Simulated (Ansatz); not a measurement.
`C[SiH2][SiH2]Cl` + HBr → `Cl[SiH2]Br` + `C[SiH3]` at 298.15 K and 1 bar (cleavage of the Si–Si bond).

Program: Ansatz. Geometries: PBE0-D4/def2-TZVP. ΔE: electronic, gas phase. CCSD(T)/CBS is the MP2 limit (def2-TZVPP, def2-QZVPP) plus CCSD(T) − MP2 in def2-TZVPP, frozen cores. This one scheme is used for every species. For Br outer-core shells are correlated without core-valence functions, which leaves a few kJ/mol of doubt a bond. Scalar relativity is left out up to krypton. Each species was taken in one conformer, which may not be the lowest.

```json
{"species": "`C[SiH2][SiH2]Cl`", "CCSD(T)/CBS energy (Eh)": "-1080.25285", "H − E (kJ/mol)": "212.6", "S (J/(mol·K))": "361.7"}
{"species": "HBr", "CCSD(T)/CBS energy (Eh)": "-2573.91920", "H − E (kJ/mol)": "24.6", "S (J/(mol·K))": "198.6"}
{"species": "`Cl[SiH2]Br`", "CCSD(T)/CBS energy (Eh)": "-3323.46904", "H − E (kJ/mol)": "66.3", "S (J/(mol·K))": "304.6"}
{"species": "`C[SiH3]`", "CCSD(T)/CBS energy (Eh)": "-330.73916", "H − E (kJ/mol)": "173.3", "S (J/(mol·K))": "255.5"}
```

H − E and S are ideal-gas, rigid-rotor, harmonic terms from PBE0-D4/def2-TZVP, for one conformer and one mirror image of each species. 1 Eh = 2625.50 kJ/mol, R = 8.31446 J/(mol·K).

Q: By hand: ΔE, ΔH, ΔS and ΔG.

A: ΔE = (-3323.46904) + (-330.73916) − (-1080.25285) − (-2573.91920) = -0.03615 Eh = -94.9 kJ/mol. Δ(H − E) = 66.3 + 173.3 − 212.6 − 24.6 = 2.4, so ΔH = -92.5 kJ/mol. ΔS = 304.6 + 255.5 − 361.7 − 198.6 = -0.2 J/(mol·K). ΔG = -92.5 − 298.15 × (-0.2)/1000 = -92.4 kJ/mol.

Q: By hand: the equilibrium constant, and the temperature at which ΔG would vanish if ΔH and ΔS stayed fixed.

A: log₁₀ K = −ΔG/(RT ln 10) = 16.2. ΔG = 0 at ΔH/ΔS = 462500 K, far beyond where these terms or the molecules hold.

The number of gas molecules stays the same, so ΔS is small and ΔH decides. A doubt of 5 kJ/mol in ΔE shifts log₁₀ K by 0.9 here. Other conformers and mirror images would add mixing entropy, several J/(mol·K) or more a flexible species. Modes under 60 cm⁻¹, often nearly free rotors, make the harmonic entropy too high. These are equilibria of isolated gas molecules and say nothing of rates. Largest T1 diagnostic: 0.010 (customary marks: 0.02 for closed shells, 0.045 for open ones).
